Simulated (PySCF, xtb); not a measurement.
C₂BrCl₃. Atoms are numbered in the order given.

```xyz
6

Cl     2.0222    -0.9720     0.0000
C      0.2964    -1.0025     0.0000
Cl    -0.4132    -2.5787     0.0000
C     -0.4566     0.1189     0.0000
Cl    -2.1809     0.0623     0.0000
Br     0.3052     1.8459     0.0000
```
Charge 0, spin multiplicity 1.

Geometry optimised at B3LYP-D3(BJ)/def2-SVP.

Calculation: IEF-PCM-PBE0/def2-SVP run with PySCF 2.14.0.

The values are the electrostatic part of the solvation free energy, E(continuum) − E(gas) at the gas-phase geometry, in a cavity of scaled van der Waals radii (PySCF's table); cavitation and dispersion terms are not included. In vacuum the orbital gap is 6.24 eV. The dipole moment in vacuum is 0.17 D.

| solvent | ε | ΔG(elec) (kcal/mol) | dipole (D) | gap (eV) |
|---|---|---|---|---|
| water | 78.36 | -1.0 | 0.24 | 6.25 |
| chloroform | 4.71 | -0.7 | 0.22 | 6.25 |
| toluene | 2.37 | -0.4 | 0.20 | 6.25 |

For comparison, GFN2-xTB/ALPB(water) (xtb, at the GFN2-xTB geometry, all terms of that model) gives -0.1 kcal/mol.
